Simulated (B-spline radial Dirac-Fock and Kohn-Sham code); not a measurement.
Compton profile of Cl⁶⁺

System: Cl⁶⁺ in the configuration [Ne] 3s1, inside a Watson sphere of charge -6 and radius 1.8 Å (a model of the Madelung potential; inside it an electron's potential energy is raised by 48.0 eV).

Input file task.json (cfg lists n, l and occupation; rrms is the nuclear radius in fm):

```json
{"items": [{
  "Z": 17,
  "q": 6,
  "cfg": [[1, 0, 2], [2, 0, 2], [2, 1, 6], [3, 0, 1]],
  "A": 35,
  "rrms": 3.3654,
  "watson": [-6, 1.8],
  "do": ["scatter"],
  "s": [0.0, 0.04, 0.05, 0.06, 0.07, 0.09, 0.11, 0.14, 0.18, 0.22, 0.27, 0.34, 0.42, 0.53, 0.66, 0.82, 1.02, 1.27, 1.58, 1.96, 2.44, 3.04, 3.78],
  "pz": [0, 0.1, 0.2, 0.3, 0.4, 0.5, 0.6, 0.8, 1.0, 1.2, 1.4, 1.6, 1.8, 2.0, 2.5, 3.0, 4.0, 5.0, 7.0, 10.0, 15.0, 20.0, 30.0, 40.0, 60.0, 100.0],
  "hv_scatter": [1000, 2000, 8047.8, 17479.3, 20000, 30000, 100000, 500000]
}]}
```

Launch: `python xray_run.py task.json out`

Method: the impulse approximation on Dirac-Fock orbitals of the configuration average with a finite nucleus. Computed with a radial atomic solver. pz is in atomic units of momentum; subshell profiles are per electron, for a selection of subshells; open shells are spread over both j values by their weights.

```
 pz    J total   J 1s1/2   J 2p1/2   J 3s1/2
0.5      1.559    0.0515     0.110     0.390
0.6      1.503    0.0514     0.110     0.342
0.8      1.386    0.0513     0.110     0.246
  1      1.278    0.0511     0.110     0.163
1.2      1.186    0.0508     0.109     0.102
1.4      1.111    0.0505     0.107    0.0634
1.6      1.050    0.0502     0.106    0.0425
1.8     0.9979    0.0498     0.103    0.0334
  2     0.9492    0.0493     0.101    0.0306
2.5     0.8269    0.0481    0.0916    0.0298
  3     0.7003    0.0467    0.0804    0.0246
  4     0.4745    0.0432    0.0567    0.0101
  5     0.3167    0.0393    0.0368   0.00300
  7     0.1539    0.0310    0.0141  0.000586
 10    0.06657    0.0199   0.00333  0.000506
 15    0.02214   0.00845  0.000401  0.000209
 20   0.008407   0.00349  6.95e-05  7.25e-05
 30   0.001570  0.000691  4.58e-06  1.12e-05
 40  0.0003954  0.000177    < 1e-6  2.54e-06
 60  4.785e-05  2.18e-05    < 1e-6    < 1e-6
```

**Question.** What is the peak value J(0), and which subshell contributes most to it?

**Answer.** J(0) = 1.715. The 3s1/2 subshell gives the largest part, 31 %.

Mean momentum ⟨p⟩ by subshell (a.u.): 1s1/2 14.1, 2s1/2 4.32, 2p1/2 5.77, 2p3/2 5.74, 3s1/2 1.88.
